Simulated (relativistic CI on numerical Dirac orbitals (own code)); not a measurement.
## Spin-allowed bands of a d8 ion in an octahedral site, by hand

Problem. A d8 ion in an octahedral site has a 3A2 ground term and spin-allowed bands at ν1 = 7500 and ν2 = 12524 cm⁻¹ (from a computed ligand-field model). Find Δ and the Racah parameter B, and predict the third band.

Working.
1. The F term splits into A2 (−1.2Δ), T2 (−0.2Δ) and T1 (+0.6Δ), so ν1 = E(T2) − E(A2) = Δ = 7500 cm⁻¹.
2. T1(F) mixes with T1(P), which lies at 15B, through an element 0.4Δ. The two roots, counted from A2, are ν2,3 = ½(15B + 3Δ) ∓ ½√[(15B − Δ)² + 12BΔ].
3. Solving the lower root for B gives B = (2ν1² + ν2² − 3ν1ν2)/(15ν2 − 27ν1) = -12439424/-14640 = 850 cm⁻¹.
4. The sum of the roots is 15B + 3Δ, so ν3 = 15B + 3ν1 − ν2 = 22721 cm⁻¹ (440 nm).

Check. The bands were computed by exact diagonalisation of the d8 shell with B = 850 and Δ = 7500 cm⁻¹, which gives ν3 = 22726 cm⁻¹. C does not enter the terms of highest spin.
